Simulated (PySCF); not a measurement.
# Radial density of Sr (strontium, neutral)

UHF, [Kr] 5s1 6s1, high-spin 3S determinant (an excited configuration). Calculation: PySCF 2.14, in x2c-TZVPPall with one added diffuse shell each of s, p, d, f type (9s7p7d3f1g, 95 functions); scalar relativity by spin-free X2C-1e.

| r (bohr) | 4πr²ρ (e/bohr) | 4πr²(ρα − ρβ) |
| --- | --- | --- |
| 0.0417 | 42.59 | -0.0004 |
| 0.0701 | 42.13 | 0.0006 |
| 0.118 | 57.55 | 0.0089 |
| 0.198 | 39.30 | -0.0009 |
| 0.334 | 38.87 | 0.0181 |
| 0.561 | 29.17 | -0.0005 |
| 0.944 | 8.170 | 0.0618 |
| 1.59 | 5.588 | -0.0112 |
| 2.67 | 1.006 | 0.2474 |
| 4.49 | 0.2619 | 0.2569 |
| 7.56 | 0.1067 | 0.1067 |
| 12.7 | 0.09234 | 0.0923 |
| 21.4 | 0.0006936 | 0.0007 |

Densities and radii are taken from the X2C orbitals without a picture-change correction, which distorts them close to the nucleus.

The outer electron is Rydberg-like, and this basis confines it to a smaller radius and binds it less than a complete one would.

Task: Where is the radial spin density 4πr²(ρα − ρβ) most negative, and why is it negative at all?

Result: Around r = 1.59 bohr, down to -0.0112 e/bohr: exchange with the open shell polarises the paired shells in an unrestricted calculation.
